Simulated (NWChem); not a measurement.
SiNH$_{3}$Cl$_{2}$; SMILES N[SiH](Cl)Cl

```xyz
7

Si     0.3041     0.4375    -0.0057
N      1.8863    -0.1791     0.1287
Cl    -0.8036    -0.3412    -1.5743
Cl    -0.7033    -0.0493     1.7206
H      0.3535     1.9031    -0.1997
H      2.6101     0.1365    -0.5078
H      2.0474    -1.1300     0.4423
```
Atoms are numbered in this order, from 1.

Program: NWChem. All runs use the structure optimised with PBE0/def2-SVP. Vzz is the largest principal value of the second derivative of the potential at the nucleus (NWChem prints the opposite sign); η is the asymmetry. Non-relativistic.

For level CAM-B3LYP/def2-SVP:

```yaml
Vzz N2 (a.u.): -0.938
```

Q: How do the values read with level CAM-B3LYP/cc-pVTZ instead?

A: The vzz N2 (a.u.) is -0.905.
